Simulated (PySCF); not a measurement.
**Adding and removing an electron: IF**

PBE0; basis I cc-pVDZ-PP with ECP28, F cc-pVDZ; scalar-relativistic core potentials; PySCF 2.14. Neutral (UKS): singlet (closed shell), Re = 1.953 Å, ωe = 626 cm⁻¹, De = 2.51 eV, HOMO -7.97 eV, LUMO -3.52 eV.

IF⁺ (UKS): doublet (π ↑), Re = 1.889 Å, ωe = 707 cm⁻¹, De = 2.35 eV to I⁺ + F. The energies at the minima are -395.41612 hartree for IF and -395.02263 for IF⁺.

(1) Work out the adiabatic ionisation energy, without and with harmonic zero-point energies (1 hartree = 27.2114 eV, 1 eV = 8065.5 cm⁻¹), and the change of the bond length.

Spin–orbit coupling is left out, which matters for elements this heavy, above all for dissociation energies. For an ion De counts to the pair picked by the measured ionisation energies or electron affinities, which need not be the lowest pair at this level. States were picked by a PBE0 search and need not be the measured ground states.

## Answers

(1) At PBE0: 0.39349 hartree = 10.707 eV between the minima; the zero-point term (707.0 − 626.0)/2 cm⁻¹ = +0.005 eV makes it 10.712 eV. Re changes by -6.4 pm against the neutral. Minus the HOMO energy is 7.97 eV, -2.74 eV from the value between the minima; self-interaction puts the Kohn–Sham level too high, less so with exact exchange. The electron leaves a π orbital, and the shorter bond of the ion fits an antibonding orbital, or a change in how ionic the bond is.
